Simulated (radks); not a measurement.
Effect of the nuclear size on neutral hafnium, [Xe] 4f14 5d2 6s2. Method: Dirac Kohn-Sham, relativistic LDA (MacDonald-Vosko exchange, VWN5 correlation), spin-unpolarised, spherical densities, finite nucleus; open shells fill j = l - 1/2 first; Fermi nuclear charge, rms radius 5.347 fm; computed with a radial shooting solver on a logarithmic mesh with Libxc functionals. The rms radius is varied about that value; shifts are against it.

rms radius (fm)  total energy shift (eV)  density at nucleus (e/bohr^3)  1s1/2 shift (meV)  2s1/2 shift (meV)  5p1/2 shift (meV)  6s1/2 shift (meV)  5d3/2 shift (meV)  6p1/2 (empty) shift (meV)
4.5556                             -13.2                      1.256e+06              -5340               -739              0.473             -0.385              0.387                      0.150
5.1117                             -4.08                      1.209e+06              -1650               -228              0.146             -0.119              0.120                      0.046
5.347                                  0                      1.192e+06              0.000              0.000              0.000              0.000              0.000                      0.000
5.7908                              8.02                      1.161e+06               3240                449             -0.287              0.234             -0.235                     -0.091
6.2613                              17.0                      1.132e+06               6870                951             -0.607              0.495             -0.498                     -0.193

Slopes of the eigenvalues against <r^2> in GHz/fm^2, as finite differences over the two radii next to the reference (eigenvalue slopes, not the field-shift constants of lines): 1s1/2 160000, 2s1/2 22100, 5p1/2 -14.1, 6s1/2 11.5, 5d3/2 -11.6, 6p1/2 (empty) -4.49.
